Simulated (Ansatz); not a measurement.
Consider the cleavage of the Si–Si bond: `FC[SiH2][SiH2]F` + HBr → `FC[SiH2]Br` + `F[SiH3]`.

Program: Ansatz. Geometries: PBE0-D4/def2-TZVP. ΔE: electronic, gas phase. CBS: MP2 limit from def2 TZ/QZ plus the TZ coupled-cluster correction, frozen cores. This one scheme is used for every species. Functionals use def2-TZVPP. B3LYP here is the variant with VWN-RPA as its local correlation; programs differ in this. HSE06 is defined as in plane-wave codes. For Br outer-core shells are correlated without core-valence functions, which leaves a few kJ/mol of doubt a bond. Scalar relativity is left out up to krypton. One conformer a species, not always the lowest.

`FC[SiH2][SiH2]F`:

```xyz
11

F     0.987   -1.268    1.586
C    -0.213   -1.454    0.909
Si   -0.181   -0.503   -0.737
Si    0.319    1.755   -0.355
F    -0.761    2.348    0.679
H    -1.027   -1.099    1.550
H    -0.352   -2.528    0.749
H     0.848   -1.088   -1.641
H    -1.520   -0.647   -1.373
H     0.233    2.551   -1.608
H     1.667    1.932    0.240
```

HBr:

```xyz
2

Br   -0.323    0.632   -0.020
H     0.323   -0.632    0.020
```

`FC[SiH2]Br`:

Z-matrix (Å, degrees):
```
C
Si 1 1.889
F 1 1.390 2 109.1
H 1 1.095 2 111.1 3 -119.8
H 1 1.095 2 111.1 3 119.8
Br 2 2.222 1 106.6 3 180.0
H 2 1.480 1 111.0 3 61.9
H 2 1.480 1 111.0 3 -61.9
```

`F[SiH3]`:

```xyz
5

F     1.117   -0.278   -1.053
Si   -0.029    0.007    0.027
H    -0.874   -1.205    0.142
H    -0.833    1.160   -0.440
H     0.619    0.315    1.324
```

| level | ΔE (kJ/mol) | difference from CCSD(T)/CBS |
| --- | --- | --- |
| revPBE-D4 | -85.8 | 20.3 |
| PBE0-D4 | -93.3 | 12.8 |
| BHLYP-D4 | -107.8 | -1.7 |
| ωB97X-V | -100.7 | 5.4 |
| ωB97M-V | -106.7 | -0.6 |
| B3LYP | -101.4 | 4.7 |
| r2SCANh | -101.7 | 4.4 |
| HSE06 | -95.3 | 10.8 |
| HF/def2-SVP | -113.4 | -7.3 |
| MP2/def2-SVP | -106.1 | 0.0 |
| CCSD/def2-SVP | -97.0 | 9.1 |
| SCS-MP2/def2-TZVPP | -113.5 | -7.4 |
| HF/def2-QZVPP | -122.6 | -16.5 |
| MP2/def2-QZVPP | -116.7 | -10.6 |
| SCS-MP2/def2-QZVPP | -115.9 | -9.8 |
| CCSD/CBS(def2) | -108.1 | -2.0 |
| CCSD(T)/CBS | -106.1 | 0 |

Largest T1 diagnostic among the species: 0.012.

From PBE to PBE0 (25 % exact exchange), in def2-TZVPP and without D4, ΔE moves by −7.5 kJ/mol. In def2-TZVPP, CCSD(T) changes the Hartree–Fock value by +20.4 kJ/mol (the triples alone add +1.9 kJ/mol) and MP2 by +8.1 kJ/mol.
